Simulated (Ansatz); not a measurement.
Ansatz results at the PBE0-D4/def2-TZVP geometry: HOMO–LUMO gap (PBE0/def2-TZVPP) 5.39 eV; HOMO energy (ωB97M-V/def2-TZVPP) -9.91 eV; HOMO energy (B3LYP/def2-TZVPP) -7.37 eV.

Each molecule was computed in one conformer, which needn't be the lowest.

(1) Which molecule gave them?
A. `CC(C)(C)[NH][Sn]([Cl])([Cl])[Cl]`
B. `C[CH2][SnH]([F])[Cl]`
C. `O[Si](O)(O)[O][Sn]([F])([F])[O][Si](O)(O)O`
D. `[OH][Sn]([OH])([F])[Br]`

Answers

(1) A. The others give `[OH][Sn]([OH])([F])[Br]`: 6.69, -11.45, -8.91; `O[Si](O)(O)[O][Sn]([F])([F])[O][Si](O)(O)O`: 7.48, -11.89, -9.14; `C[CH2][SnH]([F])[Cl]`: 7.67, -10.60, -8.23.

B3LYP here is the variant with VWN-RPA as its local correlation; programs differ in this.
